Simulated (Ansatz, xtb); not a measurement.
Process, species as SMILES: C[Si](C)(C)[SiH](Cl)Cl + 5 [SiH4] (SiH4) -> 3 C[SiH3] + 2 [SiH3]Cl [chlorosilane] + [SiH3][SiH3]
Geometries: B3LYP-D3(BJ)/def2-TZVP minima from Ansatz (a first-principles code), one conformer each, not searched for the lowest.

Property: bond separation energy (electronic energy difference), in kcal/mol. Correlated levels leave the core frozen unless marked. No spin-orbit coupling. Non-relativistic. CBS marks a two-point X^-3 extrapolation of the correlation energy; Hartree-Fock from the larger set. [CCSD(T)-MP2]/basis is that difference in the basis named.

```json
[
 {"level": "GFN1-xTB", "program": "xtb", "bond separation energy (kcal/mol)": "-10.4"},
 {"level": "HF/cc-pV(D+d)Z", "program": "Ansatz", "bond separation energy (kcal/mol)": "-0.6"},
 {"level": "HF/cc-pV(T+d)Z", "program": "Ansatz", "bond separation energy (kcal/mol)": "-1.7"},
 {"level": "PBE-D3(BJ)/def2-TZVPD", "program": "Ansatz + dftd3", "bond separation energy (kcal/mol)": "5.2"},
 {"level": "PBE-D4/def2-TZVPD", "program": "Ansatz + dftd4", "bond separation energy (kcal/mol)": "5.7"},
 {"level": "r2SCAN/def2-TZVPD", "program": "Ansatz", "bond separation energy (kcal/mol)": "3.1"},
 {"level": "PBE0/STO-3G", "program": "Ansatz", "bond separation energy (kcal/mol)": "3.7"}
]
```

**Question.** Estimate the value at RI-MP2/CBS(cc-pV(T+d)Z,cc-pV(Q+d)Z)+[CCSD(T)-MP2]/cc-pV(T+d)Z as computed with Ansatz.

**Answer.** 4.2 kcal/mol, so PBE0/STO-3G differs from it by -0.5 kcal/mol.
